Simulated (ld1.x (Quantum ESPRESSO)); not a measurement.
Which change was made? (F, RRKJ)

ld1.x (Quantum ESPRESSO) 7.5 input, shortened:

```
&input
   title='F', zed=9., rel=1, dft='PZ', iswitch=3,
   config='[He] 2s2 2p5 3d-2'
 /
 &inputp
   pseudotype=2, tm=.false., rho0=0.005, lloc=2,
   nlcc=.true., new_core_ps=.true., rcore=0.40
 /
3
2S  1  0   2.00   0.00  0.75  0.75  0.0
2P  2  1   5.00   0.00  0.85  0.85  0.0
3D  3  2  -2.00   0.15  0.75  0.75  0.0
 &test
   configts(1)='2s2 2p5'
 /
```

Cutoffs, loose and tight: the cutoffs (Ry, on a coarse ladder) from which the occupation-weighted sum of valence levels, in a spherical-Bessel basis at the reference potential, stays within 10 and 1 mRy of its value at 400 Ry. They do not see the model core or the augmentation charge, which bear on the density cutoff. Test errors are all-electron minus pseudo excitation energies from the reference, over the configurations 2s2 2p4; 2s2 2p3; 2s2 2p2; 2s1 2p6; 2s2 2p1; 2s2 2p5.3; 2s2 2p4.5 (two spin-polarised tests are not counted in the largest error); variants that change the core or the reference have their own tests.

The base gives: outcome: generated; cutoff, loose: 180 Ry; cutoff, tight: 230 Ry; bound ghosts: none; largest test error (meV): +198.

After one change the result is: outcome: generated; cutoff, loose: 160 Ry; cutoff, tight: 260 Ry; bound ghosts: none; largest test error (meV): +271. Which change was it?
A. all radii but the core radius scaled by about 1.17 (s 0.88, p 1.00, d 0.88 bohr)
B. local potential the s channel
C. wave 2p (bound): rc 0.85 bohr becomes 2p (bound): rc 0.60 bohr
D. wave 2s (bound): rc 0.75 bohr becomes 2s (bound): rc 1.12 bohr

B. The others give: wave 2p (bound): rc 0.85 bohr becomes 2p (bound): rc 0.60 bohr → outcome: generated; cutoff, loose: 230 Ry; cutoff, tight: 300 Ry; bound ghosts: none; largest test error (meV): -59 | all radii but the core radius scaled by about 1.17 (s 0.88, p 1.00, d 0.88 bohr) → outcome: generated; cutoff, loose: 160 Ry; cutoff, tight: 180 Ry; bound ghosts: none; largest test error (meV): +542 | wave 2s (bound): rc 0.75 bohr becomes 2s (bound): rc 1.12 bohr → outcome: generated; cutoff, loose: 160 Ry; cutoff, tight: 180 Ry; bound ghosts: none; largest test error (meV): -52.
